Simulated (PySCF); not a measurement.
AlH₃, SMILES [AlH3+] (connectivity only; charge and spin as stated), charge +1, multiplicity 2.

Geometry: PBE-D3(BJ)/def2-TZVPD.

These are PySCF with PBE-D3(BJ)/def2-TZVPD values and carry that method's errors.

Frequencies are harmonic and unscaled.

| mode | ν (cm⁻¹) | IR (km/mol) | moving atoms (share of kinetic energy) |
|---|---|---|---|
| 1 | 372 | 6.2 | H 91 %, Al 9 % |
| 2 | 483 | 79.2 | H 91 %, Al 9 % |
| 3 | 637 | 30.1 | H 99 % |
| 4 | 1249 | 234.0 | H 99 % |
| 5 | 1578 | 3.5 | H 96 % |
| 6 | 2021 | 0.3 | H 96 % |
